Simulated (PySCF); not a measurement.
Correlation energy of Cu (copper, neutral)

[Ar] 3d9 4s1 4p1, one real determinant (an excited configuration). Computed with PySCF 2.14 in aug-cc-pVTZ-PP with ECP10MDF, with a scalar-relativistic core potential. Frozen: 3s2 3p6; 11 electrons correlated.

```
  level  correlation energy (mhartree)
   CCSD                        -370.06
    (T)                         -12.42
CCSD(T)                        -382.48
```

Diagnostics: T1 = 0.015, D1 = 0.0461, largest double amplitude 0.023.

Task: Is a single reference adequate?

Result: Yes: T1 lies below 0.03 and no double amplitude reaches 0.07.

The reference is one real determinant that mixes LS terms of this configuration.
